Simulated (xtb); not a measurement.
F₃H₂NbO₂, SMILES [F][Nb]([OH])([OH])([F])[F], multiplicity 1. All values are semi-empirical tight-binding results from xtb (GFN2-xTB unless named), good for trends rather than for accurate numbers. Coordinates come from a GFN2-xTB optimisation. The spin state was assumed, not searched. The structure was generated by enumeration; whether it is a known compound was not checked. The values are those of a single conformer.

Optimised geometry:

```xyz
8

Nb     0.0000     0.0000     0.0000
F      1.8680     0.0000     0.0000
F     -0.9340     1.6178     0.0000
F     -0.9340    -1.6178     0.0000
O      0.0000     0.0000     1.7796
H      0.0000     0.0000     2.7419
O      0.0000     0.0000    -1.7796
H      0.0000     0.0000    -2.7419
```

For metal compounds this method's bond lengths and energies can be far off.

The point group as xtb finds it is D3h, the orbital gap is 5.51 eV and the zero-point energy is 18.7 kcal/mol. The G − E(el) at 298.15 K (modified RRHO) comes out as -1.2 kcal/mol.

Give the atomic charges and the Wiberg bond orders between heavy atoms. (The exact figures need the calculation; the answer reports its results.)

charges (e) Nb1 0.64, F2 -0.21, F3 -0.21, F4 -0.21, O5 -0.37, H6 0.37, O7 -0.37, H8 0.37. Bond orders Nb1–F2 1.15, Nb1–F3 1.15, Nb1–F4 1.15, Nb1–O5 1.39, Nb1–O7 1.39.
